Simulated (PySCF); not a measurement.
## Molecular orbitals of NaI

RHF at R = 2.727 Å; basis Na def2-SVP, I def2-SVP with ECP28; scalar-relativistic core potentials; PySCF 2.14. State: ¹Σ⁺ (singlet), closed shell. Only the outer orbitals are listed, counted within each symmetry, core potentials removing the inner ones.

```csv
orbital,occ.,ε (eV),on Na (%),main shells (%)
3π,2,-42.75,100,100 Na p
3π,2,-42.75,100,100 Na p
6σ,2,-42.73,100,100 Na p
7σ,2,-21.41,2,98 I s
8σ,2,-8.65,8,91 I p
4π,2,-8.11,4,96 I p
4π,2,-8.11,4,96 I p
9σ,0,-0.40,98,"71 Na s, 27 Na p"
5π,0,1.97,99,97 Na p
5π,0,1.97,99,97 Na p
```

**Question.** Which are the highest filled and the lowest empty level, where do they sit, and how wide is the gap?

**Answer.** Highest filled 4π at -8.11 eV (in %: 96 I p); lowest empty 9σ at -0.40 eV (in %: 71 Na s, 27 Na p); the gap at RHF is 7.71 eV.

- bond order (Mayer): 0.65
- ⟨S²⟩: 0.000
- charge on Na (Mulliken, basis-dependent): 0.66
- charge on Na (Löwdin, basis-dependent): 0.27
- dipole moment (positive dipole means Na(−)I(+)): -9.74 D
- polarisability along the bond: 51.1 bohr³
- polarisability across the bond: 31.9 bohr³

Spin–orbit coupling is left out.
